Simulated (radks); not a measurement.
The numbers below are computed, except where a source is named.
Problem. Code: a radial shooting solver on a logarithmic mesh with Libxc functionals. Model: non-relativistic Kohn-Sham, LDA (Slater exchange, Perdew-Wang correlation), spin-polarised, spherical densities, point nucleus; open shells are filled with parallel spins first. Response by self-consistent Sternheimer equations with the Hartree and adiabatic LDA kernel. Rank Ga, Ca, Mg2+, Zn2+, He+ (NIST ground configurations) by static dipole polarisability, largest first.

Solution. Ca 148.6, Ga 59.33, Zn2+ 2.897, Mg2+ 0.5136, He+ 0.3266 bohr^3.
